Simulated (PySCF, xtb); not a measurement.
TiOF₂, SMILES [O]=[Ti]([F])[F], multiplicity 1.

xtb with GFN2-xTB at its own geometry gives an orbital gap of 2.36 eV and a dipole moment of 5.83 D.

The structure is a stationary point at B3LYP-D3(BJ)/def2-SVP. The spin state was assumed, not searched.

### Question
What does M06-2X/def2-TZVPD in PySCF give? (The exact figures need the calculation; the answer reports its results.)

### Answer
gap 8.76 eV (levels -11.56 and -2.80 eV), dipole 2.35 D.
